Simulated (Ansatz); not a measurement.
hydrogen fluoride, charge +1, doublet, at a GFN2-xTB geometry (a state made from the parent by changing its charge; the spin is typed, not shown lowest); Ansatz (a program for electronic structure) with B3LYP/6-311G**.

Ansatz was given this input:
Ansatz 0.2 input:
```yaml
crystal:
  periodic: [false, false, false]
  atoms:
    - {symbol: F, position_ang: [-0.00000000, -0.00000000, -0.10443316]}
    - {symbol: H, position_ang: [0.00000000, 0.00000000, 0.93989843]}
basis:
  gaussian:
    orbitals: 6-311G__.json
hamiltonian:
  xc: b3lyp
total_charge: 1
magnetization: {spin_polarized: true, initial_magnetization: 1}
```
The basis file holds 6-311G** in the JSON format of the Basis Set Exchange.

It wrote (shortened):

```
Functional definition: B3LYP
196 factors; their error is unknown
mean field evaluation 1: about -2712.9924 eV, gradient 4.4e1 eV
mean field evaluation 2: about -2711.6379 eV, gradient 4.9e1 eV
mean field evaluation 4: about -2718.0450 eV, gradient 2.4e-1 eV
mean field evaluation 8: about -2718.0417 eV, gradient 2.2e-3 eV
mean field -2718.04167890 eV, -99.8861893448 hartree, gradient 9.8e-6 eV, S^2 0.751780; 0 other end points of the search recorded, 0 dependent functions left out
reference -2718.04174135 eV, -99.8861916397 hartree; 5, 4 occupied and 19, 20 virtual orbitals, 196 factors
Total energy: -2718.04174135 eV, -99.8861916397 hartree
```
